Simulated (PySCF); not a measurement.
Compound: GeH6N2.
Geometry (PBE0-D3(BJ)/def2-SVP, Å), atoms numbered from 1 in this order:
```xyz
9
GeH6N2 angstrom
N     -1.4987   -0.1079   -0.0553
N     -0.2597   -0.6855   -0.3487
Ge     1.3010    0.0434    0.2870
H     -1.7828   -0.3566    0.8905
H     -1.4846    0.9119   -0.1212
H     -0.2488   -1.0835   -1.2817
H      2.4706   -0.7223   -0.3565
H      1.4042    1.5562   -0.0420
H      1.3115   -0.1060    1.8212
```

The calculation used PySCF 2.14.0, PBE0-D3(BJ)/def2-SVP geometry optimisation, gas phase.

Masses are those of the commonest isotopes; rigid-rotor values at the optimised geometry. The values belong to one conformer with, in the numbering `[NH2:1][NH:2][GeH3:3]`, H–N1–N2–Ge3 -78° and 42°.

Give the principal moments of inertia and the rotational constants in MHz.

Ia = 17.63, Ib = 132.98, Ic = 141.26 u·Å²; 505379 MHz·u·Å²/I gives A = 28672, B = 3801, C = 3578 MHz.

What kind of rotor is it?

A near-prolate asymmetric top: κ = (2 × 3801 − 28672 − 3578)/(28672 − 3578) = -0.98.

Is it planar, by Δ = Ic − Ia − Ib?

Not planar: Δ = Ic − Ia − Ib = -9.34 u·Å². For a rigid frame Δ = −2 Σ m c², so Σ m c² = 4.67 u·Å² lies off the ab plane: 4.62 from hydrogen and 0.05 from heavier atoms. The atom farthest from that plane is 1.28 Å away.

Give the other two planar moments, Paa and Pbb, and the rms extents of the mass along the axes.

Paa = Σ m a² = (Ib + Ic − Ia)/2 = 128.31 and Pbb = Σ m b² = (Ia + Ic − Ib)/2 = 12.96 u·Å². With the mass M = 107.97 u, the rms extents √(P/M) along a, b and c are 1.09, 0.35, 0.21 Å.

Where do the levels up to J = 2 lie, in MHz?

Above 0(0,0):
J = 1: 1(0,1) 7378, 1(1,1) 32249, 1(1,0) 32472
J = 2: 2(0,2) 22133, 2(1,2) 46783, 2(1,1) 47452, 2(2,1) 122065, 2(2,0) 122067

Which types of transition are allowed, and where do some lines up to J = 2 fall?

The dipole components are |μa| = 0.37 D, |μb| = 0.61 D, |μc| = 0.33 D. The squared components, which scale the intensities, stand as 0.38 : 1.00 : 0.30 (a : b : c). Some lines, for components of 0.1 D or more:

```
type  branch         J(Ka,Kc)    MHz  lower level (cm⁻¹)
   a       Q  2(1,1) ← 2(1,2)    669               1.561
   a       R  1(0,1) ← 0(0,0)   7378               0.000
   a       R  2(1,1) ← 1(1,0)  14979               1.083
   c       Q  1(1,1) ← 1(0,1)  24871               0.246
   b       Q  2(1,1) ← 2(0,2)  25319               0.738
   b       R  1(1,1) ← 0(0,0)  32249               0.000
   c       R  1(1,0) ← 0(0,0)  32472               0.000
   b       R  2(1,2) ← 1(0,1)  39405               0.246
   c       Q  2(2,1) ← 2(1,1)  74614               1.583
   b       Q  2(2,0) ← 2(1,1)  74615               1.583
   b       Q  2(2,1) ← 2(1,2)  75283               1.561
   b       R  2(2,1) ← 1(1,0)  89593               1.083
   c       R  2(2,1) ← 1(1,1)  89816               1.076
   b       R  2(2,0) ← 1(1,1)  89817               1.076
```

Whether it is a minimum is left open (no frequencies). Zero-point vibration and centrifugal distortion are left out. A rigid rotor knows nothing of inversion at nitrogen or internal rotation, which can split or shift real lines. Quadrupole hyperfine structure (14N) is left out.
